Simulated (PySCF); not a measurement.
The second ionisation energy along the 5p block

Calculated with PySCF 2.14 from differences of total energies of unrestricted determinants, without spin-orbit coupling. Values in eV. The last column holds reference values (NIST; (s) semi-empirical, (t) theoretical, else measured). Unmarked ones compare directly (S terms, centres of terms, or small fine structure); those marked * lie between the lowest fine-structure levels and include a spin-orbit shift.

```csv
element,configurations,UHF,LDA,PBE,PBE0,MP2 (valence),SCS-MP2 (valence),reference
"In (aug-cc-pV5Z-PP with ECP28MDF, ECP)",[Kr] 4d10 5s2 → [Kr] 4d10 5s1,17.008,19.496,19.054,18.719,17.687,17.822,18.870
"Sn (aug-cc-pV5Z-PP with ECP28MDF, ECP)",[Kr] 4d10 5s2 5p1 → [Kr] 4d10 5s2,13.758,14.409,14.230,14.268,14.003,13.996,14.282
"Te (aug-cc-pV5Z-PP with ECP28MDF, ECP)",[Kr] 4d10 5s2 5p3 → [Kr] 4d10 5s2 5p2,18.351,18.931,18.754,18.857,18.839,18.709,18.6 ± 0.4 *
"I (aug-cc-pV5Z-PP with ECP28MDF, ECP)",[Kr] 4d10 5s2 5p4 → [Kr] 4d10 5s2 5p3,17.664,19.025,18.714,18.730,18.455,18.551,18.750
"Xe (aug-cc-pV5Z-PP with ECP28MDF, ECP)",[Kr] 4d10 5s2 5p5 → [Kr] 4d10 5s2 5p4,20.066,21.366,21.050,21.099,20.982,21.013,20.975 (s) *
```

```json
{"method": "UHF", "elements": "3", "mean error (eV)": "-1.158", "mean absolute error (eV)": "1.158", "largest error (eV)": "-1.863"}
{"method": "LDA", "elements": "3", "mean error (eV)": "0.343", "mean absolute error (eV)": "0.343", "largest error (eV)": "0.625"}
{"method": "PBE", "elements": "3", "mean error (eV)": "0.032", "mean absolute error (eV)": "0.090", "largest error (eV)": "0.184"}
{"method": "PBE0", "elements": "3", "mean error (eV)": "-0.062", "mean absolute error (eV)": "0.062", "largest error (eV)": "-0.151"}
{"method": "MP2 (valence)", "elements": "3", "mean error (eV)": "-0.586", "mean absolute error (eV)": "0.586", "largest error (eV)": "-1.184"}
{"method": "SCS-MP2 (valence)", "elements": "3", "mean error (eV)": "-0.511", "mean absolute error (eV)": "0.511", "largest error (eV)": "-1.048"}
```

Errors include the incompleteness of the basis and the frozen core.

"Valence" correlates the outer s and p shells and, in groups 3 to 12 and the f block, the outer d or f shell, open or full, or the next shell where the ion has no valence electron left; the wider scheme adds the next inner shell.
